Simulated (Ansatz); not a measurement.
A made-up structure of GeH$_{2}$OF (charge -1), closed shell:

```
5
angstrom
O -0.5954 0.1038 1.3440
Ge 0.0346 -0.0475 0.1074
F -1.0163 0.9023 -0.9464
H 0.0346 -1.5890 -0.5008
H 1.5426 0.6304 -0.0043
```

It is relaxed with PBE-D4/def2-SVPD and then PBE0-D4/def2-TZVPD (Ansatz 0.2.0). Atoms count as bonded within 1.22 times the sum of their covalent radii (H–H: 0.88 Å). The end point is not checked to be a true minimum.

(1) Does its bonding change? (Judge from chemistry; the calculation decides.)

Results:

(1) Computed: No: no bond forms or breaks.

Where it ends: The first stage lowers the energy by 3.36 eV in 6 steps. It ends as GeH₂OF ([O][GeH2][F]), total charge -1:
```json
{"atom": "O1", "x (Å)": "-0.6314", "y (Å)": "0.0556", "z (Å)": "1.6687"}
{"atom": "Ge2", "x (Å)": "0.0255", "y (Å)": "-0.0467", "z (Å)": "0.1311"}
{"atom": "F3", "x (Å)": "-0.8918", "y (Å)": "0.8602", "z (Å)": "-1.1364"}
{"atom": "H4", "x (Å)": "0.0512", "y (Å)": "-1.4614", "z (Å)": "-0.5615"}
{"atom": "H5", "x (Å)": "1.4465", "y (Å)": "0.5922", "z (Å)": "-0.1020"}
```

Labels in which every atom is bracketed show which atoms are joined, not bond orders.

For scale, one of the runs: PBE0-D4/def2-TZVPD relaxation, 152 basis functions, launched by `ansatz run in.yaml --threads 2 --pin off --events-out ev --progress --plain --max-ram 4352MiB`. The run took about 18 s on 2 CPU threads of an Intel Xeon Platinum 8259CL (shared host).
